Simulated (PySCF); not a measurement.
GeH3, SMILES [GeH3] (connectivity only; charge and spin as stated), charge +1, multiplicity 1. Coordinates come from a r2SCAN-D4/def2-TZVPD optimisation. The spin state was assumed, not searched. The isomer is the one that the SMILES or the coordinates give; other isomers of the formula were not compared.

Level of theory: r2SCAN-D4/def2-TZVPD in PySCF.

Harmonic wavenumbers (cm⁻¹): 804, 853, 853, 2198, 2264, 2264. Rotational constants (GHz): 144.9, 144.9, 72.43; symmetry number 6.

Task: Work out the zero-point energy and the ideal-gas rigid-rotor harmonic-oscillator thermochemistry at 298.15 K and 1 atm.

Result: ZPE = ½ Σ hcν = ½ × 9236 cm⁻¹ = 13.20 kcal/mol. H − E(el) = 15.70 kcal/mol. Entropy in cal/(mol K): translation 38.89, rotation 12.45, vibration 0.54, total 51.88. G − E(el) = 0.24 kcal/mol. Cp = 9.74 cal/(mol K).
